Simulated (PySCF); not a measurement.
**Which determinant of TiO lies lowest?**

Unrestricted PBE0; basis Ti def2-TZVPPD, O def2-TZVPPD; no relativity; PySCF 2.14. Outer shells of the fragments: Ti 3d2 4s2; O 2s2 2p4.

Followed along the bond (rough minima from three points):

| 2Ms+1 | unpaired | ⟨S²⟩ at the start | R at minimum (Å) | Te (eV) |
| --- | --- | --- | --- | --- |
| 3 | σ ↑, δ ↑ | 2.10 | 1.60 | 0.00 |
| 1 | σ ↓, δ ↑ | 1.02 | 1.60 | 0.33 |
| 3 | δ ↑↑ | 2.05 | 1.64 | 1.33 |
| 3 | π ↑, δ ↑ | 2.06 | 1.64 | 1.49 |
| 3 | σ ↑, π ↑ | 2.14 | 1.63 | 1.56 |
| 1 | δ ↑↓ | 1.00 | 1.64 | 1.57 |

Solutions found at the starting distance of 1.865 Å, counted from the lowest of them; the search is not exhaustive and high or unbound solutions are not listed, so other states can lie among these:

```csv
2Ms+1,unpaired,term,E (eV),⟨S²⟩,⟨Lz²⟩,μ (D)
3,"σ ↑, δ ↑",³Δ,0.00,2.10,4.00,-5.43
1,"σ ↓, δ ↑",mixed,0.41,1.02,4.00,-4.80
3,δ ↑↑,³Σ⁻,0.93,2.05,0.00,-8.46
3,"π ↑, δ ↑",mixed,1.04,2.06,3.58,-6.79
1,δ ↑↓,mixed,1.20,1.00,8.01,-8.51
3,"σ ↑, π ↑",mixed,1.28,2.14,1.17,-4.95
1,"π ↓, δ ↑",mixed,1.37,1.01,3.41,-6.69
1,none,¹Σ⁺,1.71,0.00,0.00,-4.64
1,none,mixed,1.83,0.00,8.00,-8.37
5,"σ ↑, π ↑↑, δ ↑",mixed,1.95,6.00,5.93,-2.61
```

A term symbol is given only where ⟨S²⟩ and ⟨Lz²⟩ are close to those of a pure state; real π, δ and φ orbitals otherwise mix terms. A positive dipole means Ti(−)O(+).

With d or f electrons several states lie close, and the lowest PBE0 determinant need not be the measured ground state.
